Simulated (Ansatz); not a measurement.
input.yaml

```yaml
crystal:
  periodic: [false, false, false]
  atoms:
    - { symbol: B, position_ang: [-0.9983, 0.509, -0.9728] }
    - { symbol: Sn, position_ang: [0.7001, 0.1284, 0.308] }
    - { symbol: O, position_ang: [2.33446, 0.55117, -0.71467] }
    - { symbol: H, position_ang: [-1.1045, -0.0129, -2.0099] }
    - { symbol: H, position_ang: [-1.8462, 1.3471, -0.6677] }
    - { symbol: H, position_ang: [0.71613, -1.55843, 0.81296] }
    - { symbol: H, position_ang: [0.60612, 1.15626, 1.75201] }
    - { symbol: H, position_ang: [2.3294, -0.03727, -1.43499] }
basis:
  gaussian: { orbitals: def2-SVP }
hamiltonian:
  xc: b3lyp
relax:
  f_tol: 0.015
  max_steps: 40
```

Launched with:

```bash
$ ansatz run input.yaml --threads 1 --pin off --max-ram 2048MiB --backend cpu --events-out ev --progress --plain --runs-dir out
```

Hardware: 1 thread of Arm Neoverse V1, on a shared host.

**Question.** Roughly how long does this run take, and how much memory?

**Answer.** 65 s, with a peak of 0.15 GiB, for 18 ionic steps.
